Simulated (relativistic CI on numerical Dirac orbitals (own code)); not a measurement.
## Ce²⁺: 3d photoemission

Computed with this model: Dirac-Coulomb-Breit CI, KLI orbitals optimised for each configuration, model QED, valence Slater integrals scaled by 0.9, multiplet model of photoemission in the sudden approximation; configurations [Xe] 4f2 → [Ar] 3d9 4s2 4p6 4d10 4f2 5s2 5p6; 300 K; Lorentzian 1.26 eV and Gaussian 0.7 eV FWHM. Energies are those of the free ion, without screening or charge transfer. The energies are binding energies and can lie tens of eV above those of solids. S is read from ⟨S²⟩ = S(S + 1).

Computed curve for free ion, scaled to 100 at the maximum (points under 2 are left out and the grid is thinned):

Energy (eV), Intensity and a bar:
```
    891.6        2.1 
    892.2        2.6 
    893.0        3.7 
    893.6        4.9 #
    894.2        7.0 ##
    894.8       10.9 ###
    895.6       24.5 #######
    896.2       49.0 ###############
    896.8       79.4 ########################
    897.4       99.0 ##############################
    898.2       88.1 ###########################
    898.8       60.1 ##################
    899.4       37.8 ###########
    900.0       21.4 ######
    900.8       10.5 ###
    901.4        7.9 ##
    902.0        7.0 ##
    902.6        6.2 #
    903.4        4.6 #
    904.0        3.2 
    904.6        2.4 
    911.2        2.1 
    912.0        2.7 
    912.6        3.6 
    913.2        5.1 #
    913.8        8.0 ##
    914.6       19.0 #####
    915.2       38.8 ###########
    915.8       51.7 ###############
    916.4       52.4 ################
    917.2       37.5 ###########
    917.8       25.0 #######
    918.4       26.3 #######
    919.0       23.4 #######
    919.8       15.1 ####
    920.4       14.8 ####
    921.0       11.4 ###
    921.6        6.2 #
    922.4        3.1 
    923.0        2.2
```

The ground state has S = 0.98, and the centroid lies at 905.42 eV.
